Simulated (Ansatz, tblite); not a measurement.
Isomers of Cs4Cl4⁻ (doublet), found by a short tight-binding search and relaxed with PBE-D4/def2-SVPD in Ansatz.

In the def2 sets Cs takes a core potential; there is no spin–orbit coupling. The xTB rows come from tblite. LC-ωPBE has ω = 0.4 bohr⁻¹. Correlated methods freeze 20 core orbitals; core or outer-core shells of Cs are correlated, in sets that lack core-valence functions.

A: At PBE-D4/def2-TZVPD, revPBE-D4/def2-TZVPD, r2SCAN-D4/def2-TZVPD the highest occupied level of the charge -1 doublet lies above zero (up to 0.26 eV). It is a level of α spin, whose loss leaves a singlet; that state wasn't run at this geometry and level. The electron is either unbound and held by the finite basis, or the level is raised by self-interaction error. B: At PBE-D4/def2-TZVPD, revPBE-D4/def2-TZVPD, r2SCAN-D4/def2-TZVPD, PBE0-D4/def2-TZVPD the highest occupied level of the charge -1 doublet lies above zero (up to 0.53 eV). It is a level of α spin, whose loss leaves a singlet; that state wasn't run at this geometry and level. The electron is either unbound and held by the finite basis, or the level is raised by self-interaction error. C: At PBE-D4/def2-TZVPD, revPBE-D4/def2-TZVPD, r2SCAN-D4/def2-TZVPD the highest occupied level of the charge -1 doublet lies above zero (up to 0.25 eV). It is a level of α spin, whose loss leaves a singlet; that state wasn't run at this geometry and level. The electron is either unbound and held by the finite basis, or the level is raised by self-interaction error. D: At PBE-D4/def2-TZVPD, revPBE-D4/def2-TZVPD, r2SCAN-D4/def2-TZVPD the highest occupied level of the charge -1 doublet lies above zero (up to 0.24 eV). It is a level of α spin, whose loss leaves a singlet; that state wasn't run at this geometry and level. The electron is either unbound and held by the finite basis, or the level is raised by self-interaction error.

Other spin states weren't relaxed.

A:

```xyz
8

Cs   -2.718   -1.875    1.188
Cs   -2.118    1.637   -2.268
Cs    2.690    1.980   -1.079
Cs    2.154   -1.769    2.129
Cl    4.535    0.214    1.004
Cl   -0.533   -3.394    3.134
Cl   -4.538   -0.202   -0.993
Cl    0.529    3.410   -3.116
```

B:

```tsv
atom	x (Å)	y (Å)	z (Å)
Cs1	2.852	0.407	-0.423
Cs2	-0.107	-2.005	-2.766
Cs3	-1.459	2.463	0.528
Cs4	-1.592	-1.494	2.637
Cl5	0.131	1.334	-2.198
Cl6	-3.823	0.855	2.107
Cl7	3.100	-2.346	-2.160
Cl8	0.897	0.786	2.275
```

C:

```xyz
8

Cs    1.0863    2.5604    1.1044
Cs   -2.1647   -2.9720   -1.2333
Cs   -3.4607    1.1405    1.3333
Cs    2.3480   -1.4382   -1.1685
Cl   -0.6440   -0.2047   -0.0009
Cl   -1.7655    3.7292    2.3491
Cl    0.6996   -4.0841   -2.3214
Cl    3.9011    1.2689   -0.0629
```

D:

```tsv
atom	x (Å)	y (Å)	z (Å)
Cs1	3.318	0.932	-0.015
Cs2	-3.317	-0.937	0.034
Cs3	0.927	-3.312	-0.884
Cs4	-0.929	3.318	0.860
Cl5	4.026	-2.188	-0.829
Cl6	2.302	3.970	0.786
Cl7	-2.302	-3.970	-0.786
Cl8	-4.025	2.186	0.835
```

Task: Estimate their order by electronic energy at PBE-QIDH/def2-TZVPD, counted from the lowest.

Result: C (0.00) < B (0.16) < A (0.54) < D (0.54), in eV. Gaps under about 2 kJ/mol are ties within the noise of geometry and basis.

Task: Do the other levels pick the same lowest one?

Result: Not GFN1-xTB, GFN2-xTB. Energies above each level's lowest (eV):

| level | A | B | C | D |
| --- | --- | --- | --- | --- |
| GFN1-xTB | 0.01 | 0.41 | 0.77 | 0.00 |
| GFN2-xTB | 0.12 | 0.00 | 0.12 | 0.11 |
| HF/def2-TZVPD | 0.57 | 0.23 | 0.00 | 0.56 |
| PBE-D4/def2-TZVPD | 0.48 | 0.08 | 0.00 | 0.48 |
| revPBE-D4/def2-TZVPD | 0.45 | 0.10 | 0.00 | 0.45 |
| r2SCAN-D4/def2-TZVPD | 0.51 | 0.10 | 0.00 | 0.51 |
| PBE0-D4/def2-TZVPD | 0.51 | 0.12 | 0.00 | 0.51 |
| LC-ωPBE/def2-TZVPD | 0.49 | 0.20 | 0.00 | 0.49 |
| PBE-QIDH/def2-TZVPD | 0.54 | 0.16 | 0.00 | 0.54 |
| RPA@PBE/def2-TZVPD | 0.66 | 0.18 | 0.00 | 0.66 |
| MP2/def2-TZVPD | 0.60 | 0.17 | 0.00 | 0.60 |
Point groups (tolerance 0.1 Å): A not assigned, B C2, C not assigned, D not assigned. A and D have the same bonds, so they are conformers or stereoisomers. Lower isomers may exist.
